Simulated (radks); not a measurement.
The iridium anion Ir- inside a hard spherical wall (all orbitals vanish at R), configuration held at [Xe] 4f14 5d8 6s2 and not refilled when levels cross. Calculated with a radial shooting solver on a logarithmic mesh with Libxc functionals: scalar-relativistic Kohn-Sham, PBEsol, spin-polarised, spherical densities, finite nucleus; open shells are filled with parallel spins first (spin-orbit coupling, left out, can overturn this in heavy ions); Fermi nuclear charge, rms radius 5.4032 fm. Eigenvalues in eV for spin up, with the zero of energy where the potential of the charges vanishes at infinity; a dash marks a level that is unbound or too diffuse for the functional's potential to be trusted. A positive occupied level is held by the wall or, in an anion where self-interaction has pushed it up, behind a barrier. The pressure on the wall is -dE/dV.

R (bohr)  E (hartree)  kinetic (hartree)    e(4f)    e(5p)   e(6s)   e(5d)  e(7s, empty)  e(6p, empty)  pressure (GPa)
20        -17819.1849          19800.033  -53.321  -46.368   0.048   0.486         2.393         2.507        < 0.0001
15        -17819.1848          19800.034  -53.291  -46.337   0.072   0.516         3.238         3.129        0.000736
12        -17819.1842          19800.038  -53.216  -46.261   0.133   0.589         4.336         3.626         0.00753
10        -17819.1821          19800.051  -53.060  -46.102   0.264   0.741         5.816         4.135          0.0467
8         -17819.1720          19800.109  -52.582  -45.621   0.668   1.192         8.991         5.122           0.387
7         -17819.1545          19800.201  -52.002  -45.044   1.169   1.722        12.132         6.098            1.29
6         -17819.1075          19800.429  -50.844  -43.912   2.201   2.746        17.696         7.879            4.94
5         -17818.9659          19801.061  -48.356  -41.543   4.556   4.873        28.628        11.565            22.7
3         -17816.2215          19811.431  -27.331  -23.357  31.844  23.125        122.17        49.153            1220
2.5       -17812.2157          19825.957  -10.155   -9.349  62.697  39.630        207.01        88.275            4830
